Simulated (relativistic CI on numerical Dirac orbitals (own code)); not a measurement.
# I XXIX: q coefficients and field-shift factors

Calculated at this level of theory: Dirac-Coulomb-Breit CI, KLI orbitals optimised for each configuration, derivatives by finite differences, unscaled Slater integrals, QED left out (own radial code, finite nucleus).

CI space (outside the closed core [Ne]): 3s2 3p6 3d7, 3s2 3p5 3d8, 3s2 3p4 3d9, 3s 3p6 3d8, 3p6 3d9, 3s 3p5 3d9, 3s2 3p6 3d6 4s, 3s2 3p6 3d6 4p. Levels of other configurations are missing.

With x = (α/α₀)² − 1 an excitation energy changes as ω = ω₀ + qx; K = 2q/ω₀ is the relative enhancement. Terms are leading LS components, so labels can repeat. The field-shift factor is F = δν/δ⟨r²⟩ for the transition from the lowest level.

Lowest level 3s2 3p6 3d7 4F_9/2.

| Level | ω₀ (cm⁻¹) | q (cm⁻¹) | F (GHz/fm²) |
| --- | --- | --- | --- |
| 3s2 3p6 3d7 2P_3/2 | 62802 | -343.1 | -0.0663 |
| 3s2 3p6 3d7 2D_5/2 | 77676 | 26230 | 0.3 |
| 3s2 3p6 3d7 4F_7/2 | 87774 | 99600 | 0.907 |
| 3s2 3p6 3d7 4F_3/2 | 132854 | 107100 | 1.01 |
| 3s2 3p6 3d7 2G_9/2 | 137329 | 85850 | 0.892 |
| 3s2 3p6 3d7 4P_5/2 | 141929 | 105300 | 1.06 |
| 3s2 3p6 3d7 4P_1/2 | 158385 | 96880 | 0.874 |
| 3s2 3p6 3d7 2H_11/2 | 177970 | 90930 | 1.06 |
| 3s2 3p6 3d7 2G_7/2 | 190237 | 115000 | 1.17 |
| 3s2 3p6 3d7 2D_5/2 | 228513 | 179000 | 1.69 |
| 3s2 3p6 3d7 4P_3/2 | 233945 | 191400 | 1.79 |
| 3s2 3p6 3d7 2F_5/2 | 241474 | 86380 | 1.04 |
| 3s2 3p6 3d7 2P_1/2 | 263266 | 199100 | 1.76 |

At this charge energies of transitions that change n are usually good to better than 1 %, and those within a shell (Δn = 0) to a few per cent. Terms inside the open d or f shell come out 10 to 20 % too wide with unscaled integrals.

Which transition from the lowest level has the largest |K|?

3s2 3p6 3d7 4F_7/2 at 87774 cm⁻¹, K = 2.27.
